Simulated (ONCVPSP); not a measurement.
**Transferability test, ONCV potential for P**

| Property | Result |
| --- | --- |
| Element | phosphorus (P) |
| Generator | ONCVPSP 4.0.1 |
| Type | optimised norm-conserving Vanderbilt (ONCV) |
| Functional | PBE |
| Relativity | fully relativistic |
| Frozen core | [Ne] |
| Valence charge | 5 |
| Reference configuration | 3s2 3p3 |
| Partial waves | 3s: rc 1.50 bohr, ncon 4, nbas 7, qcut 3.8 1/bohr, 2 projectors, debl 1.3 Ha; 3p: rc 1.70 bohr, ncon 4, nbas 8, qcut 5.2 1/bohr, 2 projectors, debl 2.8 Ha; d scattering state at 0.11 Ha: rc 1.70 bohr, ncon 4, nbas 8, qcut 6.1 1/bohr, 1 projector |
| Local potential | polynomial inside 1.35 bohr (lpopt 5, dvloc0 -1 Ha) |
| Core correction | none |

Open shells are filled in proportion to 2j + 1.

Energies are relative to the spin-unpolarised reference configuration 3s2 3p3; without spin polarisation the order of configurations can differ from experiment.

Problem. Give the all-electron excitation energy and the error of the potential for: 3s2 3p2; 3s2 3p1; 3s2 3p0; 3s2 3p2.5.

Solution.

| valence configuration | charge | ΔE all-electron (eV) | error AE − PS (meV) |
| --- | --- | --- | --- |
| 3s2 3p2 | +1 | 9.730 | 0.0 |
| 3s2 3p1 | +2 | 28.877 | +4.7 |
| 3s2 3p0 | +3 | 58.616 | +35 |
| 3s2 3p2.5 | +0.5 | 3.775 | -0.1 |

Levels in the configuration 3s2 3p2:

```csv
level,all-electron (eV),pseudo (eV)
3s j=1/2,-23.286,-23.284
3p j=3/2,-14.193,-14.192
3p j=1/2,-14.258,-14.257
```
